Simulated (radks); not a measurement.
The numbers below are computed, except where a source is named.
Dipole-allowed excitations along the series with 18 electrons in [Ar]. Code: a radial shooting solver on a logarithmic mesh with Libxc functionals. Model: scalar-relativistic Kohn-Sham, exchange-only LDA, spin-polarised, spherical densities, finite nucleus; Fermi nuclear charge, rms radius of each element as measured or else 0.836 A^(1/3) + 0.57 fm. Time-dependent linear response with the Hartree and adiabatic exchange-only LDA kernel, continuum included through the Sternheimer equations, no spin-orbit coupling, so fine structure and intercombination lines are absent. Lines are the poles of the dipole polarisability below minus the highest occupied eigenvalue, found on a grid refined at the orbital gaps; the lowest seven at most are given, and weak or close lines can be missed. The first line takes the name of the lowest orbital gap if no other gap lies below it; otherwise a line is named after a gap within 0.6 % of it, if that gap stands alone.

species  -e(HOMO) (eV)  lowest orbital gap (eV)  first line (eV)      f  strongest line (eV)  its f  static alpha (bohr^3)
Ca2+            41.481             3p-3d 26.767   27.945 (3p-4s)  0.442  32.824 (unassigned)   2.79                  3.406
Sc3+            62.887             3p-3d 31.960   39.122 (3p-4s)  0.847  41.549 (unassigned)   3.63                  2.189
Ti4+            87.576             3p-3d 36.790   48.451 (3p-3d)   4.34            the first   4.34                  1.508
V5+             115.49             3p-3d 41.433   54.835 (3p-3d)   3.86            the first   3.86                  1.090
